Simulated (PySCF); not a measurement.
## [TaOCl4]− at several levels of theory

Computed with PySCF 2.14.0 (density fitting, no spin-orbit coupling) at the geometry relaxed with BP86:

```xyz
6
[TaOCl4]− (singlet)
Ta    0.0000    0.0000    0.2347
O     0.0000    0.0000    1.9941
Cl    0.0000    0.0000   -2.3039
Cl    2.3675    0.0000    0.1079
Cl   -1.1838    2.0504    0.1079
Cl   -1.1838   -2.0504    0.1079
```

| level | basis | state | HOMO (eV) | gap (eV) | charge on Ta1 (e) | dipole about the centre of mass (D) | largest force component (eV/Å) |
| --- | --- | --- | --- | --- | --- | --- | --- |
| BP86 | Ta def2-SVP with ECP60, O def2-SVP, Cl def2-SVP | singlet | -2.33 | 3.59 | 0.58 | 1.02 | 0.02 |
| CAM-B3LYP | the same | singlet | -4.94 | 8.04 | 0.75 | 1.02 | 1.47 |
| BP86 | Ta def2-TZVP with ECP60, O def2-TZVP, Cl def2-TZVP | singlet | -2.72 | 3.63 | 1.08 | 1.17 | 0.22 |
| BP86 | Ta x2c-SVPall, O x2c-SVPall, Cl x2c-SVPall | singlet | -2.39 | 3.39 | 0.22 | 0.81 | 1.04 |

Charges are Mulliken's, which hang on the basis. The relaxation used the grid (50, 194), these runs (75, 302) or, all-electron (x2c bases, spin-free X2C Hamiltonian), (99, 590).

Problem. A further run in the first row's basis gives HOMO (eV) -2.44, gap (eV) 3.81, charge on Ta1 (e) 0.74, dipole about the centre of mass (D) 1.08, largest force component (eV/Å) 0.08. Which level was it?
A. B3LYP
B. BLYP
C. TPSS

Solution. C. The others give HOMO -1.97 eV (BLYP); -3.30 eV (B3LYP).

In the first row's basis the gap widens with exact exchange: 3.6 to 3.8 eV for BLYP, BP86, TPSS (none); 5.2 eV for B3LYP (a fixed share); 8.0 eV for CAM-B3LYP (rising or full at long range).

No frequency check is given that shows the relaxed geometry to be a minimum.
